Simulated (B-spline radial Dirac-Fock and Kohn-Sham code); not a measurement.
**Photoabsorption cross section of Cs⁷⁺ by shell**

System: Cs⁷⁺, [Kr] 4d10 5s2.

Model: Dirac-Hartree-Slater photoionisation with all multipoles and Dirac-Fock thresholds. Program: a radial B-spline solver.

Computed thresholds (eV): K 36086.0, L1 5823.2, L2 5462.5, L3 5114.6, M1 1321.0, M2 1170.3, M3 1102.2, M4 840.7, M5 826.7, N1 338.8, N2 282.4, N3 268.4, N4 175.3, N5 172.9, O1 108.3.

| photon energy (eV) | total (b) | K (%) | L (%) | M (%) | N (%) | O (%) |
| --- | --- | --- | --- | --- | --- | --- |
| 176 | 423500 | – | – | – | 75.9 | 24.1 |
| 372 | 1.357e+06 | – | – | – | 97.5 | 2.5 |
| 408 | 1.251e+06 | – | – | – | 97.7 | 2.3 |
| 800 | 491100 | – | – | – | 98.0 | 2.0 |
| 930 | 2.134e+06 | – | – | 82.5 | 17.2 | 0.4 |
| 1990 | 498400 | – | – | 84.5 | 15.1 | 0.4 |
| 2000 | 492500 | – | – | 84.5 | 15.1 | 0.4 |
| 2984.4 | 185500 | – | – | 83.8 | 15.7 | 0.5 |
| 6030 | 146300 | – | 79.1 | 17.3 | 3.5 | 0.2 |
| 8047.8 | 69380 | – | 79.5 | 16.9 | 3.4 | 0.2 |
| 59318.2 | 1794 | 84.7 | 12.2 | 2.5 | 0.5 | 0.1 |
| 79100 | 811.0 | 85.2 | 11.8 | 2.4 | 0.5 | 0.1 |
| 100000 | 420.1 | 85.5 | 11.6 | 2.4 | 0.5 | 0.1 |
| 150000 | 132.8 | 85.8 | 11.3 | 2.3 | 0.5 | 0.1 |
| 181000 | 77.80 | 85.9 | 11.2 | 2.3 | 0.5 | 0.1 |

Task: With what power of the photon energy does the total fall between 150000 and 181000 eV?

Result: As E^-2.85. The non-relativistic Born limit for an s electron far above threshold is E^-3.5; near threshold and at relativistic energies the fall is slower.
